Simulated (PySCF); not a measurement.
CH2BF3S.
Structure used (PBE0-D3(BJ)/def2-SVP), in Å, numbered top down from 1:
```
atom  x, y, z in Å
B1     1.5299    0.2199   -0.4056
S2     0.2408   -0.9585   -0.6913
C3    -1.1487   -0.2321    0.2574
F4    -1.4682    0.9764   -0.1819
F5    -2.2035   -1.0226    0.1155
F6    -0.8655   -0.1353    1.5488
H7     2.5777   -0.0374   -0.9370
H8     1.3440    1.1922    0.2744
```

Linear response at wB97X-D/def2-SVPD (PySCF, frozen core in the response, non-relativistic). The structure is a single PBE0-D3(BJ)/def2-SVP conformer in the gas phase; no vibrational or solvent corrections.

Static isotropic polarisability: 50.47 au (7.48 Å³), principal values 40.8, 48.8, 61.8 au.

Q: What is the polarisability at 1064 nm and at the sodium D line?

A: 50.89 au at 1064 nm (+0.8 %), 51.88 au at 589.3 nm (+2.8 %). The rise at 589.3 nm is 3.38 times that at 1064 nm; a pure ω² law gives 3.26. The lowest singlet lies at 196 nm, shorter than both wavelengths.

Q: What is the isotropic C6 coefficient between two such molecules, C6 = (3/π)∫α(iω)² dω?

A: 1102 au (Eh·bohr⁶) by a ten-point quadrature over imaginary frequencies, which is 659 eV·Å⁶ or 63.6 J·nm⁶/mol.

Q: Which effective excitation energy ω̄ makes London's formula C6 = (3/4)α²ω̄ exact here?

A: ω̄ = 4·C6/(3α²) = 0.577 Eh = 15.7 eV. A one-pole form α(ω) = α/(1 − ω²/ω̄²) fitted to the 1064 nm value gives 12.9 eV. London's choice of the ionisation energy (11.38 eV, ΔSCF at the same level) gives C6 = 799 au, 27 % too low.

Q: The lowest 6 singlets have (eV, f): 6.33, 0.000; 6.42, 0.140; 6.91, 0.002; 7.15, 0.000; 8.49, 0.001; 8.52, 0.112. What share of the static polarisability do they carry in the sum over states α = Σ f/ω²?

A: 3.69 au, 7.3 % of α; the largest term, 2.50 au, is that of the state at 6.42 eV. Their oscillator strengths add up to 0.26. Higher states carry the rest.

Q: What does −C6/R⁶ come to at R = 8 Å between centres?

A: -240 J/mol. This is the leading, orientation-averaged term; C8 and higher terms are left out.

Q: What three-body coefficient follows from the one-pole estimate C9 = (3/4)·α·C6?

A: 41700 au. This is an estimate from the two numbers above, not a computed integral.

Q: How anisotropic is the static polarisability, by Δα² = ½[(α1 − α2)² + (α2 − α3)² + (α3 − α1)²]?

A: Δα = 18.4 au, or 0.36 of the isotropic value.

wB97X-D is run here without its empirical dispersion term; that term would change no orbital, density or response property at a fixed geometry.
